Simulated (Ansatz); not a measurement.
Task: Name a neutral molecule of C, O, S, Si and H with size of the dipole moment (B3LYP/def2-TZVPP) between 1.70 and 2.00 D and HOMO energy (PBE/def2-TZVPP) between -5.10 and -4.80 eV (Ansatz, PBE0-D4/def2-TZVP geometry).

Result: `O/C([SiH3])=C(\O)S` (1.88 D, -5.08 eV); `[SiH3]O/C=C\S` (1.82 D, -4.96 eV). Other molecules can fit too; these were computed, each in one conformer that needn't be the lowest.

B3LYP here is the variant with VWN-RPA as its local correlation; programs differ in this.
